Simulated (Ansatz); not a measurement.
Basis sets compared for Hg₂Cl₄⁺. Total charge 1; doublet. Geometry PBE0-D4/def2-SVP. Ansatz on 4 threads of Arm Neoverse V1 on a shared host; times are rough, and most runs start from earlier orbitals.

Cartesian coordinates in Å:
```
Hg -1.681 0.678 0.149
Hg 1.100 -1.083 -2.277
Cl 1.143 0.013 1.508
Cl -1.415 -0.078 -2.071
Cl -1.739 1.340 2.319
Cl 2.592 -0.869 0.372
```

In the def2 sets Hg takes a core potential; there is no spin–orbit coupling. In the doublet, Cl3 and Cl6 lie 2.04 Å apart (atoms count from 1), so these atoms are partly bonded to each other. Another isomer (doublet) lies 0.82 eV lower at PBE0-D4/def2-TZVP; other spin states weren't run for this one.

```tsv
level	functions	energy (Eh)	HOMO (eV)	LUMO (eV)	wall time
PBE-D4/def2-SVP	136	-2146.2558	-11.14	-10.67	3.8 s
PBE0-D4/def2-SVP	136	-2146.3174	-12.28	-9.96	6 s
```

(1) Estimate the rows for PBE-D4/def2-TZVP (with forces), PBE0-D4/def2-TZVP.

Answers

(1) 
```
                         level  functions  energy (Eh)  HOMO (eV)  LUMO (eV)  wall time
PBE-D4/def2-TZVP (with forces)        234   -2146.9185     -11.14     -10.65        8 s
             PBE0-D4/def2-TZVP        234   -2146.9740     -12.24      -9.90       19 s
```
